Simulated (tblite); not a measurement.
Parent: `[O:1]=[CH:2][c:3]1[cH:4][cH:5][n:6][n:7]1[CH:8]1[CH2:9][CH2:10]1` with O1–C2–C3–C4 180°, N6–N7–C8–C9 -34°, C7H8N2O.

Structures optimised with GFN2-xTB, isolated species. One conformer each, not checked by frequencies here.

```json
{"coordinate of the parent": "O1=C2", "value": "1.210 Å"}
{"coordinate of the parent": "C2–C3", "value": "1.441 Å"}
{"coordinate of the parent": "C3–C4", "value": "1.398 Å"}
{"coordinate of the parent": "C4–C5", "value": "1.388 Å"}
{"coordinate of the parent": "C5–N6", "value": "1.328 Å"}
{"coordinate of the parent": "N6–N7", "value": "1.314 Å"}
{"coordinate of the parent": "N7–C8", "value": "1.419 Å"}
{"coordinate of the parent": "C8–C9", "value": "1.502 Å"}
{"coordinate of the parent": "C9–C10", "value": "1.495 Å"}
{"coordinate of the parent": "C3–N7", "value": "1.364 Å"}
{"coordinate of the parent": "C8–C10", "value": "1.502 Å"}
{"coordinate of the parent": "O1–C2–C3", "value": "127.0°"}
{"coordinate of the parent": "C2–C3–C4", "value": "128.0°"}
{"coordinate of the parent": "C2–C3–N7", "value": "126.2°"}
{"coordinate of the parent": "C4–C3–N7", "value": "105.7°"}
{"coordinate of the parent": "C3–C4–C5", "value": "104.8°"}
{"coordinate of the parent": "C4–C5–N6", "value": "110.7°"}
{"coordinate of the parent": "C5–N6–N7", "value": "107.0°"}
{"coordinate of the parent": "N6–N7–C8", "value": "120.9°"}
{"coordinate of the parent": "C3–N7–N6", "value": "111.8°"}
{"coordinate of the parent": "C3–N7–C8", "value": "127.3°"}
{"coordinate of the parent": "N7–C8–C9", "value": "118.1°"}
{"coordinate of the parent": "N7–C8–C10", "value": "118.0°"}
{"coordinate of the parent": "C9–C8–C10", "value": "59.7°"}
{"coordinate of the parent": "C8–C9–C10", "value": "60.2°"}
{"coordinate of the parent": "C8–C10–C9", "value": "60.2°"}
```

Task: In one relative the bonds that all share with the parent change as follows (parent's numbers): C3–C4 -0.003, C4–C5 +0.008, C5–N6 +0.008, N6–N7 -0.002, N7–C8 0.000, C8–C9 +0.001, C9–C10 0.000, C3–N7 +0.002, C8–C10 0.000 Å. Which is it?
A. `[CH3:1][O:2][c:3]1[cH:4][cH:5][n:6][n:7]1[CH:8]1[CH2:9][CH2:10]1` with C1–O2–C3–C4 1°, N6–N7–C8–C9 -33°
B. `[O:1]=[CH:2][c:3]1[cH:4][c:5]([SiH3:6])[n:7][n:8]1[CH:9]1[CH2:10][CH2:11]1` with O1–C2–C3–C4 180°, N7–N8–C9–C10 35°

Result: B. The changes in all of them (Å):

```csv
SMILES,C3–C4,C4–C5,C5–N6,N6–N7,N7–C8,C8–C9,C9–C10,C3–N7,C8–C10
COc1ccnn1C1CC1,-0.018,+0.014,-0.012,+0.024,+0.002,-0.004,+0.004,-0.012,-0.002
O=Cc1cc([SiH3])nn1C1CC1,-0.003,+0.008,+0.008,-0.002,0.000,+0.001,0.000,+0.002,0.000
```

Atoms are paired thus: COc1ccnn1C1CC1: C3 = C3, C4 = C4, C5 = C5, N6 = N6, N7 = N7, C8 = C8, C9 = C9, C10 = C10; O=Cc1cc([SiH3])nn1C1CC1: O1 = O1, C2 = C2, C3 = C3, C4 = C4, C5 = C5, N6 = N7, N7 = N8, C8 = C9, C9 = C10, C10 = C11.

The numbers are calculated, not measured.
